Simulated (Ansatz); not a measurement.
Zn2Br3. The state is a doublet with charge 0. Geometry PBE-D4/def2-SVP, basis def2-TZVP, Ansatz.

Cartesian coordinates in Å:
```
Zn -0.638 -0.620 0.483
Zn 1.000 1.010 -0.762
Br 0.369 1.025 1.908
Br 0.951 -2.085 -0.383
Br -1.682 0.671 -1.246
```

```
run  HOMO (eV)  LUMO (eV)
  A      -5.49      -4.62
  B      -5.84      -4.25
  C      -5.67      -5.00
  D      -6.36      -3.69
```

Another isomer (doublet) lies 0.65 eV lower at PBE0-D4/def2-TZVP; other spin states weren't run for this one.

HOMO and LUMO are taken over both spins.

The runs used LDA (SPW92), PBE, PBE0, r2SCAN. Estimate which is which.

A PBE (0 % exact exchange); B r2SCAN (0 % exact exchange); C LDA (SPW92) (0 % exact exchange); D PBE0 (25 % exact exchange). Exact exchange lowers occupied and raises empty levels; among semilocal functionals meta-GGAs tend to open the gap a little, and such runs are hard to tell apart. The gap grows from 0.67 eV (LDA (SPW92)) to 2.67 eV (PBE0).
